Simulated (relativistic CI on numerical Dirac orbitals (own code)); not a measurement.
# Electric-dipole transitions in Eu³⁶⁺

Computed by Dirac-Coulomb-Breit CI, separate exchange-only KLI orbitals for each configuration, model QED, unscaled Slater integrals (own radial code, finite nucleus).

CI space (outside the closed core [Ne]): 3s2 3p6 3d9, 3s2 3p5 3d10, 3s 3p6 3d10, 3s2 3p6 3d8 4s, 3s2 3p6 3d8 4p, 3s2 3p6 3d8 4d, 3s2 3p4 3d10 4s, 3s2 3p4 3d10 4p, 3s2 3p5 3d9 4s, 3s2 3p6 3d8 4f, 3s2 3p4 3d10 4d, 3s2 3p5 3d9 4p, 3s 3p5 3d10 4s, 3s2 3p6 3d7 4s2, 3s 3p5 3d10 4p, 3s2 3p5 3d9 4d, 3s2 3p6 3d7 4s 4p, 3s 3p6 3d9 4s, 3s 3p5 3d10 4d, 3s2 3p6 3d8 5s, 3p6 3d10 4s, 3s2 3p6 3d7 4p2, 3s2 3p6 3d8 5p, 3s2 3p6 3d7 4s 4d, 3s2 3p5 3d9 4f, 3s 3p6 3d9 4p, 3p6 3d10 4p, 3s2 3p6 3d8 5d, 3s2 3p6 3d7 4p 4d, 3s2 3p5 3d8 4s2, 3s2 3p6 3d8 5f, 3s2 3p6 3d8 5g, 3p6 3d10 4d, 3s 3p6 3d9 4d, 3s2 3p5 3d8 4s 4p, 3s2 3p6 3d7 4d2. Levels of other configurations are missing.

```csv
λ vac (nm),Lower,Upper,A (s⁻¹),gf,Branching (%)
0.77569,3s2 3p6 3d9 2D_5/2 [1],3s2 3p5 3d9 4d 2D°_5/2 [316],1.31e+13,7.12e-01,86.7
0.77611,3s2 3p6 3d9 2D_5/2 [1],3s2 3p5 3d9 4d 2F°_7/2 [315],1.53e+13,1.11e+00,90.5
0.77723,3s2 3p6 3d9 2D_3/2 [2],3s2 3p5 3d9 4d 2F°_5/2 [351],1.71e+13,9.27e-01,89.7
0.77743,3s2 3p6 3d9 2D_3/2 [2],3s2 3p5 3d9 4d 2D°_3/2 [350],2.76e+13,9.99e-01,93.2
0.78022,3s2 3p6 3d9 2D_5/2 [1],3s2 3p5 3d9 4d 2P°_3/2 [308],2.11e+13,7.70e-01,94.3
0.78121,3s2 3p6 3d9 2D_3/2 [2],3s2 3p5 3d9 4d 4P°_5/2 [336],1.19e+13,6.53e-01,85.7
0.78271,3s2 3p6 3d9 2D_5/2 [1],3s2 3p5 3d9 4d 2F°_7/2 [301],1.34e+13,9.88e-01,93.2
0.78589,3s2 3p6 3d9 2D_5/2 [1],3s2 3p5 3d9 4d 2P°_3/2 [293],1.85e+13,6.87e-01,95.1
0.78633,3s2 3p6 3d9 2D_5/2 [1],3s2 3p5 3d9 4d 2D°_5/2 [292],1.89e+13,1.05e+00,96.3
0.86333,3s2 3p6 3d9 2D_3/2 [2],3s2 3p6 3d8 4f 2F°_5/2 [251],1.24e+14,8.33e+00,99.7
0.86344,3s2 3p6 3d9 2D_5/2 [1],3s2 3p6 3d8 4f 2G°_7/2 [224],2.26e+13,2.02e+00,99.3
0.86595,3s2 3p6 3d9 2D_5/2 [1],3s2 3p6 3d8 4f 2F°_7/2 [223],1.58e+14,1.42e+01,99.9
0.86616,3s2 3p6 3d9 2D_5/2 [1],3s2 3p6 3d8 4f 2D°_5/2 [222],1.62e+14,1.09e+01,99.9
0.86801,3s2 3p6 3d9 2D_5/2 [1],3s2 3p6 3d8 4f 2P°_3/2 [219],1.04e+14,4.72e+00,94.2
0.86898,3s2 3p6 3d9 2D_3/2 [2],3s2 3p6 3d8 4f 2D°_3/2 [241],1.61e+14,7.28e+00,99.2
0.87064,3s2 3p6 3d9 2D_5/2 [1],3s2 3p6 3d8 4f 2P°_3/2 [217],3.25e+13,1.48e+00,56.2
0.87066,3s2 3p6 3d9 2D_3/2 [2],3s2 3p6 3d8 4f 2F°_5/2 [237],6.22e+13,4.24e+00,99.1
0.87567,3s2 3p6 3d9 2D_3/2 [2],3s2 3p6 3d8 4f 2P°_1/2 [233],1.07e+14,2.46e+00,99.8
0.88679,3s2 3p6 3d9 2D_3/2 [2],3s2 3p6 3d8 4f 2P°_1/2 [218],4.96e+13,1.17e+00,99.7
0.88938,3s2 3p6 3d9 2D_3/2 [2],3s2 3p6 3d8 4f 2P°_3/2 [217],2.51e+13,1.19e+00,43.5
0.89006,3s2 3p6 3d9 2D_3/2 [2],3s2 3p6 3d8 4f 2F°_5/2 [216],1.93e+13,1.38e+00,93.5
0.89198,3s2 3p6 3d9 2D_5/2 [1],3s2 3p6 3d8 4f 4G°_7/2 [172],2.24e+13,2.14e+00,99.3
0.89207,3s2 3p6 3d9 2D_5/2 [1],3s2 3p6 3d8 4f 2D°_5/2 [171],1.78e+13,1.28e+00,97.6
0.89547,3s2 3p6 3d9 2D_5/2 [1],3s2 3p6 3d8 4f 2D°_3/2 [163],1.27e+13,6.10e-01,98.6
0.91274,3s2 3p6 3d9 2D_3/2 [2],3s2 3p5 3d9 4s 2F°_5/2 [169],8.28e+12,6.21e-01,57.8
0.92530,3s2 3p6 3d9 2D_5/2 [1],3s2 3p5 3d9 4s 2F°_7/2 [134],8.47e+12,8.70e-01,95.0
2.8016,3s2 3p6 3d8 4s 2G_7/2 [18],3s2 3p5 3d9 4s 2F°_5/2 [267],2.58e+12,1.82e+00,60.9
2.8016,3s2 3p6 3d8 4s 2G_9/2 [16],3s2 3p5 3d9 4s 2F°_7/2 [266],2.51e+12,2.36e+00,48.9
3.6399,3s2 3p6 3d8 4s 2F_7/2 [7],3s2 3p5 3d9 4s 2D°_5/2 [139],1.43e+12,1.70e+00,17.1
3.6425,3s2 3p6 3d8 4s 4F_9/2 [6],3s2 3p5 3d9 4s 4D°_7/2 [138],1.39e+12,2.21e+00,39.2
3.6456,3s2 3p6 3d8 4p 2G°_9/2 [22],3s2 3p5 3d9 4p 2F_7/2 [221],1.37e+12,2.19e+00,85.9
3.6886,3s2 3p6 3d9 2D_5/2 [1],3s2 3p5 3d10 2P°_3/2 [3],9.83e+11,8.02e-01,92.4
3.8642,3s2 3p6 3d8 4s 2D_5/2 [8],3s2 3p5 3d9 4s 2D°_5/2 [136],7.63e+11,1.02e+00,19.2
7.8907,3s2 3p6 3d8 4p 4G°_7/2 [27],3s2 3p6 3d8 4d 4H_9/2 [88],2.96e+11,2.76e+00,90.7
7.9228,3s2 3p6 3d8 4p 2G°_9/2 [22],3s2 3p6 3d8 4d 2H_11/2 [69],3.01e+11,3.40e+00,93.2
7.9850,3s2 3p6 3d8 4p 2H°_9/2 [32],3s2 3p6 3d8 4d 2I_11/2 [101],2.85e+11,3.27e+00,91.1
10.259,3s2 3p6 3d8 4p 4G°_11/2 [35],3s2 3p6 3d8 4d 4H_13/2 [74],1.71e+11,3.78e+00,100.0
10.406,3s2 3p6 3d8 4s 4F_9/2 [6],3s2 3p6 3d8 4p 4F°_9/2 [36],7.99e+10,1.30e+00,60.4
10.439,3s2 3p6 3d8 4s 2D_5/2 [8],3s2 3p6 3d8 4p 2F°_7/2 [40],1.21e+11,1.58e+00,50.2
10.527,3s2 3p6 3d8 4s 2F_7/2 [7],3s2 3p6 3d8 4p 2D°_5/2 [38],1.20e+11,1.20e+00,3.4
10.565,3s2 3p6 3d8 4s 4P_5/2 [13],3s2 3p6 3d8 4p 4D°_7/2 [52],1.26e+11,1.68e+00,60.3
10.571,3s2 3p6 3d8 4s 2F_7/2 [7],3s2 3p6 3d8 4p 2F°_7/2 [37],8.73e+10,1.17e+00,2.6
10.623,3s2 3p6 3d8 4s 4F_7/2 [11],3s2 3p6 3d8 4p 4G°_9/2 [46],1.30e+11,2.20e+00,99.7
10.624,3s2 3p6 3d8 4s 4F_9/2 [6],3s2 3p6 3d8 4p 4G°_11/2 [35],1.30e+11,2.65e+00,100.0
10.751,3s2 3p6 3d8 4s 2G_9/2 [16],3s2 3p6 3d8 4p 2H°_11/2 [55],1.26e+11,2.63e+00,100.0
```

Terms are leading LS components. Brackets give the number of a level in order of energy, since labels repeat. The list gives strong lines, with weight on those to low levels, without lines whose two gauges differ by over a factor of 2.5, among the lowest 400 of 3960 levels, so that lines to higher ones, which can be the strongest, are missing. Levels whose partners in the same complex of configurations lie outside the list can be far off, and so can their lines. Rates are taken at the computed energies, electric ones in the length gauge.

At this charge energies of transitions that change n are usually good to better than 1 %, and those within a shell (Δn = 0) to a few per cent.

LS names give the leading component of a level, which can be under half, so a name can repeat, a term be missing and a line seem to break the LS rules.
